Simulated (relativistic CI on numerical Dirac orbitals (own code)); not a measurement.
Energy levels of Dy⁶²⁺

Computed by Dirac-Coulomb-Breit CI, orbitals from a KLI potential per configuration, QED by a radiative potential, unscaled Slater integrals (own radial code, finite nucleus).

Configurations in the expansion (outside the closed core 1s2): 2s2, 2s 2p, 2p2, 2p 3s, 2p 3p, 2s 3s, 2s 3p, 2s 3d, 2s 4s, 2s 4p, 2s 4d, 2s 4f, 2s 5s, 3s2, 2s 5p, 2s 5d, 2s 5f, 2s 5g, 3s 3p, 3p2. Levels of other configurations are missing.

| No. | Configuration | Term | J | E (eV) | % | Landé g | jj configuration (%) |
| --- | --- | --- | --- | --- | --- | --- | --- |
| 1 | 2s2 | 1S | 0 | 0.0 | 98 |  | closed (98) |
| 2 | 2s 2p | 3P° | 0 | 141.8 | 100 |  | 2s 2p1/2 (100) |
| 3 | 2s 2p | 3P° | 1 | 171.9 | 72 | 1.320 | 2s 2p1/2 (100) |
| 4 | 2p2 | 3P | 0 | 405.1 | 68 |  | 2p1/2^2 (98) |
| 5 | 2s 2p | 3P° | 2 | 1025.9 | 100 | 1.469 | 2s 2p3/2 (100) |
| 6 | 2s 2p | 1P° | 1 | 1105.7 | 72 | 1.115 | 2s 2p3/2 (100) |
| 7 | 2p2 | 3P | 1 | 1251.4 | 100 | 1.474 | 2p1/2 2p3/2 (100) |
| 8 | 2p2 | 1D | 2 | 1269.1 | 65 | 1.145 | 2p1/2 2p3/2 (100) |
| 9 | 2p2 | 3P | 2 | 2146.4 | 65 | 1.295 | 2p3/2^2 (100) |
| 10 | 2p2 | 1S | 0 | 2206.7 | 69 |  | 2p3/2^2 (100) |
| 11 | 2s 3s | 3S | 1 | 8456.1 | 100 | 1.973 | 2s 3s (100) |
| 12 | 2s 3s | 1S | 0 | 8484.8 | 99 |  | 2s 3s (99) |
| 13 | 2s 3p | 3P° | 0 | 8524.0 | 100 |  | 2s 3p1/2 (100) |
| 14 | 2s 3p | 3P° | 1 | 8524.7 | 67 | 1.308 | 2s 3p1/2 (99) |
| 15 | 2p 3s | 3P° | 0 | 8634.2 | 100 |  | 2p1/2 3s (100) |
| 16 | 2p 3s | 3P° | 1 | 8635.0 | 66 | 1.310 | 2p1/2 3s (98) |
| 17 | 2p 3p | 3D | 1 | 8675.1 | 73 | 0.636 | 2p1/2 3p1/2 (99) |
| 18 | 2p 3p | 3P | 0 | 8721.4 | 68 |  | 2p1/2 3p1/2 (99) |
| 19 | 2s 3p | 3P° | 2 | 8784.6 | 100 | 1.481 | 2s 3p3/2 (100) |
| 20 | 2s 3p | 1P° | 1 | 8792.5 | 67 | 1.158 | 2s 3p3/2 (98) |
| 21 | 2s 3d | 3D | 1 | 8815.4 | 99 | 0.497 | 2s 3d3/2 (99) |
| 22 | 2s 3d | 3D | 2 | 8819.9 | 73 | 1.103 | 2s 3d3/2 (98) |
| 23 | 2s 3d | 3D | 3 | 8887.4 | 100 | 1.317 | 2s 3d5/2 (100) |
| 24 | 2s 3d | 1D | 2 | 8901.3 | 70 | 1.041 | 2s 3d5/2 (93) |
| 25 | 2p 3p | 3P | 1 | 8955.0 | 48 | 1.489 | 2p1/2 3p3/2 (100) |
| 26 | 2p 3p | 3D | 2 | 8958.4 | 50 | 1.146 | 2p1/2 3p3/2 (95) |
| 27 | 2p 3s | 3P° | 2 | 9530.1 | 100 | 1.475 | 2p3/2 3s (100) |
| 28 | 2p 3s | 1P° | 1 | 9539.3 | 67 | 1.131 | 2p3/2 3s (100) |
| 29 | 2p 3p | 3P | 1 | 9590.0 | 52 | 1.454 | 2p3/2 3p1/2 (100) |
| 30 | 2p 3p | 3D | 2 | 9591.9 | 47 | 1.148 | 2p3/2 3p1/2 (100) |
| 31 | 2p 3p | 3D | 3 | 9836.5 | 100 | 1.313 | 2p3/2 3p3/2 (100) |
| 32 | 2p 3p | 1P | 1 | 9837.2 | 54 | 1.331 | 2p3/2 3p3/2 (100) |
| 33 | 2p 3p | 3P | 2 | 9864.6 | 65 | 1.304 | 2p3/2 3p3/2 (100) |
| 34 | 2p 3p | 1S | 0 | 9889.5 | 68 |  | 2p3/2 3p3/2 (100) |
| 35 | 2s 4s | 3S | 1 | 11356.6 | 100 | 1.978 | 2s 4s (100) |
| 36 | 2s 4s | 1S | 0 | 11367.0 | 100 |  | 2s 4s (100) |
| 37 | 2s 4p | 3P° | 0 | 11383.0 | 100 |  | 2s 4p1/2 (100) |
| 38 | 2s 4p | 3P° | 1 | 11383.5 | 68 | 1.315 | 2s 4p1/2 (100) |
| 39 | 2s 4p | 3P° | 2 | 11492.0 | 100 | 1.486 | 2s 4p3/2 (100) |
| 40 | 2s 4p | 1P° | 1 | 11494.1 | 68 | 1.162 | 2s 4p3/2 (100) |
| 41 | 2s 4d | 3D | 1 | 11504.1 | 100 | 0.500 | 2s 4d3/2 (100) |
| 42 | 2s 4d | 3D | 2 | 11506.1 | 70 | 1.102 | 2s 4d3/2 (99) |
| 43 | 2s 4d | 3D | 3 | 11535.2 | 100 | 1.322 | 2s 4d5/2 (100) |
| 44 | 2s 4d | 1D | 2 | 11540.5 | 70 | 1.048 | 2s 4d5/2 (99) |
| 45 | 2s 4f | 3F° | 2 | 11543.2 | 100 | 0.665 | 2s 4f5/2 (100) |
| 46 | 2s 4f | 3F° | 3 | 11543.2 | 61 | 1.039 | 2s 4f5/2 (100) |
| 47 | 2s 4f | 3F° | 4 | 11557.9 | 100 | 1.240 | 2s 4f7/2 (100) |
| 48 | 2s 4f | 1F° | 3 | 11559.1 | 61 | 1.030 | 2s 4f7/2 (100) |
| 49 | 2s 5s | 3S | 1 | 12673.4 | 100 | 1.979 | 2s 5s (100) |
| 50 | 2s 5s | 1S | 0 | 12678.2 | 100 |  | 2s 5s (100) |
| 51 | 2s 5p | 3P° | 0 | 12686.6 | 100 |  | 2s 5p1/2 (100) |
| 52 | 2s 5p | 3P° | 1 | 12686.8 | 68 | 1.316 | 2s 5p1/2 (100) |
| 53 | 2s 5p | 3P° | 2 | 12741.9 | 100 | 1.488 | 2s 5p3/2 (100) |
| 54 | 2s 5p | 1P° | 1 | 12742.9 | 68 | 1.166 | 2s 5p3/2 (100) |
| 55 | 2s 5d | 3D | 1 | 12748.1 | 100 | 0.503 | 2s 5d3/2 (100) |
| 56 | 2s 5d | 3D | 2 | 12749.0 | 69 | 1.102 | 2s 5d3/2 (99) |
| 57 | 2s 5d | 3D | 3 | 12764.1 | 100 | 1.324 | 2s 5d5/2 (100) |
| 58 | 2s 5d | 1D | 2 | 12766.4 | 69 | 1.053 | 2s 5d5/2 (99) |
| 59 | 2s 5f | 3F° | 2 | 12767.8 | 100 | 0.667 | 2s 5f5/2 (100) |
| 60 | 2s 5f | 3F° | 3 | 12767.9 | 62 | 1.042 | 2s 5f5/2 (100) |
| 61 | 2s 5f | 3F° | 4 | 12775.4 | 100 | 1.242 | 2s 5f7/2 (100) |
| 62 | 2s 5f | 1F° | 3 | 12776.1 | 62 | 1.032 | 2s 5f7/2 (100) |
| 63 | 2s 5g | 3G | 4 | 12776.1 | 56 | 1.019 | 2s 5g7/2 (100) |
| 64 | 2s 5g | 3G | 3 | 12776.3 | 100 | 0.750 | 2s 5g7/2 (100) |
| 65 | 2s 5g | 3G | 5 | 12780.8 | 100 | 1.193 | 2s 5g9/2 (100) |
| 66 | 2s 5g | 1G | 4 | 12780.9 | 56 | 1.021 | 2s 5g9/2 (100) |

Energies count from the lowest computed level; ° marks odd parity. Filled j subshells are mostly left out of the jj labels.

The mean weight of the leading LS term, summed over parents, in these 66 levels is 81 %, and that of the leading jj configuration (from the same eigenvectors) 99 %, so jj coupling describes them better and the LS labels are nominal.

At this charge energies of transitions that change n are usually good to better than 1 %, and those within a shell (Δn = 0) to a few per cent.

LS names give the leading component of a level, which can be under half, so a name can repeat, a term be missing and a line seem to break the LS rules.
